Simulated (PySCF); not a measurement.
Can point charges reproduce the dipole moment of `CSc1cpcc(SC)n1`?

Coordinates (GFN2-xTB, Å) and charges (e) from the PBE0/pcSseg-1 density (PySCF):

```json
{"atom": "C1", "x": "-0.089", "y": "-2.559", "z": "0.201", "Mulliken": "-0.3648", "IAO": "-0.4952", "Hirshfeld": "-0.1194", "ESP-fitted": "-0.3068"}
{"atom": "S2", "x": "0.129", "y": "-2.098", "z": "-1.537", "Mulliken": "+0.0568", "IAO": "+0.1631", "Hirshfeld": "+0.0254", "ESP-fitted": "-0.1186"}
{"atom": "C3", "x": "0.160", "y": "-0.338", "z": "-1.428", "Mulliken": "+0.0473", "IAO": "+0.0500", "Hirshfeld": "+0.0491", "ESP-fitted": "-0.3278"}
{"atom": "C4", "x": "0.317", "y": "0.359", "z": "-2.616", "Mulliken": "-0.3670", "IAO": "-0.4460", "Hirshfeld": "-0.1388", "ESP-fitted": "+0.0925"}
{"atom": "P5", "x": "0.372", "y": "2.086", "z": "-2.702", "Mulliken": "+0.5465", "IAO": "+0.4555", "Hirshfeld": "+0.1398", "ESP-fitted": "-0.1575"}
{"atom": "C6", "x": "0.185", "y": "2.456", "z": "-1.022", "Mulliken": "-0.3668", "IAO": "-0.4460", "Hirshfeld": "-0.1388", "ESP-fitted": "+0.0976"}
{"atom": "C7", "x": "0.044", "y": "1.485", "z": "-0.043", "Mulliken": "+0.0472", "IAO": "+0.0501", "Hirshfeld": "+0.0491", "ESP-fitted": "-0.3276"}
{"atom": "S8", "x": "-0.138", "y": "2.051", "z": "1.618", "Mulliken": "+0.0568", "IAO": "+0.1630", "Hirshfeld": "+0.0253", "ESP-fitted": "-0.1209"}
{"atom": "C9", "x": "-0.283", "y": "0.485", "z": "2.515", "Mulliken": "-0.3648", "IAO": "-0.4952", "Hirshfeld": "-0.1194", "ESP-fitted": "-0.3021"}
{"atom": "N10", "x": "0.031", "y": "0.176", "z": "-0.218", "Mulliken": "-0.5161", "IAO": "-0.3332", "Hirshfeld": "-0.1412", "ESP-fitted": "+0.4684"}
{"atom": "H11", "x": "0.753", "y": "-2.187", "z": "0.775", "Mulliken": "+0.1611", "IAO": "+0.1636", "Hirshfeld": "+0.0434", "ESP-fitted": "+0.0960"}
{"atom": "H12", "x": "-0.123", "y": "-3.643", "z": "0.229", "Mulliken": "+0.1549", "IAO": "+0.1669", "Hirshfeld": "+0.0537", "ESP-fitted": "+0.1857"}
{"atom": "H13", "x": "-1.019", "y": "-2.137", "z": "0.566", "Mulliken": "+0.1613", "IAO": "+0.1637", "Hirshfeld": "+0.0433", "ESP-fitted": "+0.0952"}
{"atom": "H14", "x": "0.409", "y": "-0.212", "z": "-3.530", "Mulliken": "+0.1351", "IAO": "+0.1727", "Hirshfeld": "+0.0442", "ESP-fitted": "+0.1293"}
{"atom": "H15", "x": "0.177", "y": "3.492", "z": "-0.714", "Mulliken": "+0.1351", "IAO": "+0.1727", "Hirshfeld": "+0.0442", "ESP-fitted": "+0.1279"}
{"atom": "H16", "x": "-1.155", "y": "-0.052", "z": "2.155", "Mulliken": "+0.1611", "IAO": "+0.1636", "Hirshfeld": "+0.0434", "ESP-fitted": "+0.0917"}
{"atom": "H17", "x": "-0.396", "y": "0.740", "z": "3.564", "Mulliken": "+0.1549", "IAO": "+0.1669", "Hirshfeld": "+0.0537", "ESP-fitted": "+0.1856"}
{"atom": "H18", "x": "0.618", "y": "-0.099", "z": "2.357", "Mulliken": "+0.1612", "IAO": "+0.1637", "Hirshfeld": "+0.0432", "ESP-fitted": "+0.0915"}
```

**Question.** Compute μ = Σ q r for each scheme (1 e·Å = 4.803 D) and compare with the dipole of the full density.

**Answer.** The full density gives (-0.22, -1.22, 1.58) D, 2.00 D in size; dipole vectors point from the negative to the positive end.

| scheme | μx | μy | μz | size (D) | share of the full size (%) | angle to the full dipole (°) |
| --- | --- | --- | --- | --- | --- | --- |
| Mulliken | 0.08 | 0.47 | -0.61 | 0.77 | 39 | 180 |
| IAO | 0.06 | 0.30 | -0.40 | 0.50 | 25 | 180 |
| Hirshfeld | -0.02 | -0.13 | 0.16 | 0.20 | 10 | 1 |
| ESP-fitted | -0.21 | -1.23 | 1.57 | 2.01 | 100 | 1 |

**Question.** Which set comes closest?

**Answer.** Length of the difference vector: ESP-fitted 0.02 D, Hirshfeld 1.80 D, IAO 2.51 D, Mulliken 2.78 D. Closest: ESP-fitted. The schemes that divide the density aren't constrained to reproduce the dipole.

**Question.** What is left for the Hirshfeld atoms' own dipoles?

**Answer.** The Hirshfeld atoms' densities add up to the full density, so μ = Σ q r + Σ (atomic dipoles). The atomic dipoles sum to (-0.22, -1.22, 1.58) − (-0.02, -0.13, 0.16) = (-0.20, -1.09, 1.42) D, 1.80 D in size.

**Question.** With the origin at the mean of the coordinates, (0.000, 0.000, 0.009) Å, which are the largest single terms, by size, of the Mulliken dipole along the direction of the full one?

**Answer.** P5 -9.03, C6 +4.09, C4 +4.09, C1 -3.00, C9 -2.99 D; all 18 atoms together -0.77 D. The single terms depend on the origin, their sum doesn't.

**Question.** Give the size of the full dipole in other units.

**Answer.** 2.00 D = 0.789 au = 0.417 e·Å = 6.69 × 10⁻³⁰ C·m.

The structure is a single GFN2-xTB conformer in the gas phase; no vibrational or solvent corrections.

Conformer computed: `[CH3:1][S:2][c:3]1[cH:4][p:5][cH:6][c:7]([S:8][CH3:9])[n:10]1`: C1–S2–C3–C4 180°, C6–C7–S8–C9 180°.
